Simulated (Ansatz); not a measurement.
Basis sets compared for W₅O₂₁H₁₂. Total charge 0; singlet. Geometry PBE-D4/def2-SVP. Ansatz on 2 threads of AMD EPYC 7R13 on a shared host and a share (18 GiB) of an NVIDIA H100 80GB HBM3; times are rough, and most runs start from earlier orbitals.

```xyz
38

W    -0.8010    0.0958   -0.6824
W     2.1552   -2.0725   -0.4886
W     1.3336    2.2091    1.5663
W    -2.7127   -2.5062   -2.5772
W    -1.8795    2.8104    1.2111
O     2.9801   -0.3735   -0.2377
O     3.2127   -2.9722    0.7889
O     1.4297    3.4788    3.0012
O     1.6916    0.7444    2.4631
O     0.7121   -0.9858   -1.1526
O    -1.1109   -3.1270   -2.1672
O    -2.8030   -1.5590   -4.2376
O     0.9302   -3.4437   -0.7491
O     3.1777   -2.4652   -2.0151
O     1.0905   -1.6510    1.4958
O     0.1096    3.6731    0.5963
O    -2.1505    4.7260    1.1568
O    -0.7087    2.0213    2.3517
O     0.6860    1.2621    0.0496
O     3.0004    2.7108    0.8433
O    -3.6436   -1.9524   -1.0271
O    -3.6267   -3.8970   -3.0123
O    -1.6695   -0.2829   -2.1667
O    -3.3995    2.4774    1.9538
O    -1.4781   -0.9406    0.5569
O    -1.8729    1.7433   -0.3143
H     2.4666    0.4508   -0.4150
H     2.9581   -3.0916    1.7240
H     0.8061    3.4830    3.7505
H     1.3517   -0.7800    1.9511
H    -3.2724   -1.9949   -4.9740
H     0.0412   -3.3856   -1.3031
H     2.9921   -3.2580   -2.5558
H     0.1013   -1.6217    1.4330
H     0.1992    4.6054    0.8760
H    -3.0396    5.0162    1.4416
H     3.8825    2.4160    1.1353
H    -3.1392   -1.5630   -0.2707
```

In the def2 sets W takes a core potential; there is no spin–orbit coupling. Single mean-field runs in def2-SVP, def2-TZVP are fitted with def2-universal-jkfit.

```json
{"level": "PBE-D4/def2-SVP", "functions": "514", "energy (Eh)": "-1921.0522", "HOMO (eV)": "-7.11", "LUMO (eV)": "-3.88", "wall time": "13 s"}
{"level": "PBE0-D4/def2-SVP", "functions": "514", "energy (Eh)": "-1920.5709", "HOMO (eV)": "-8.75", "LUMO (eV)": "-3.38", "wall time": "12 s"}
```

Estimate the rows for PBE-D4/def2-TZVP, PBE0-D4/def2-TZVP (with forces).


```
                          level  functions  energy (Eh)  HOMO (eV)  LUMO (eV)  wall time
               PBE-D4/def2-TZVP        923   -1923.0384      -7.16      -3.90       11 s
PBE0-D4/def2-TZVP (with forces)        923   -1922.5747      -8.72      -3.31       16 s
```
